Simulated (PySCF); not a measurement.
PySCF 2.14 output of an unrestricted M06-L calculation on a single atom or ion in cc-pVDZ-X2C (8s7p5d3f1g, 84 functions), with scalar relativity by spin-free X2C-1e:

```
SCF conv_tol = 1e-09
number electrons alpha = 35  beta = 33
    Y. Zhao and D. G. Truhlar.,  J. Chem. Phys. 125, 194101 (2006)
    Y. Zhao and D. G. Truhlar.,  J. Chem. Phys. 125, 194101 (2006)
    Y. Zhao and D. G. Truhlar.,  Theor. Chem. Acc. 120, 215 (2008)
cycle= 1 E= -14058.388891201  delta_E= -0.0104  |g|= 0.307  |ddm|= 0.297
cycle= 2 E= -14058.3631292559  delta_E= 0.0258  |g|= 0.604  |ddm|= 0.263
cycle= 3 E= -14058.3974443388  delta_E= -0.0343  |g|= 0.00905  |ddm|= 0.171
cycle= 4 E= -14058.3974553637  delta_E= -1.1e-05  |g|= 0.000949  |ddm|= 0.0253
cycle= 5 E= -14058.397455716  delta_E= -3.52e-07  |g|= 0.000476  |ddm|= 0.0108
cycle= 6 E= -14058.3974557779  delta_E= -6.19e-08  |g|= 0.000452  |ddm|= 0.00475
cycle= 7 E= -14058.39745569  delta_E= 8.8e-08  |g|= 8e-05  |ddm|= 0.00265
cycle= 8 E= -14058.3974556915  delta_E= -1.54e-09  |g|= 3.06e-05  |ddm|= 0.00154
cycle= 9 E= -14058.3974556928  delta_E= -1.28e-09  |g|= 6.19e-06  |ddm|= 0.000484
cycle= 10 E= -14058.3974556928  delta_E= -6.18e-11  |g|= 8.22e-07  |ddm|= 0.000118
converged SCF energy = -14058.3974556928  <S^2> = 2.0007978  2S+1 = 3.0005318
```

The run itself started from symmetry-adapted Hartree-Fock orbitals and held the occupation by maximum overlap, on a logarithmic radial grid, so the iterations belong to that start.

Q: Which element, charge and spin multiplicity is this?

A: Yb²⁺ (ytterbium, charge +2), multiplicity 3; the state was [Xe] 4f13 6s1, high-spin 3F determinant (an excited configuration).

Spin-orbit coupling, absent here, splits the open shell strongly.
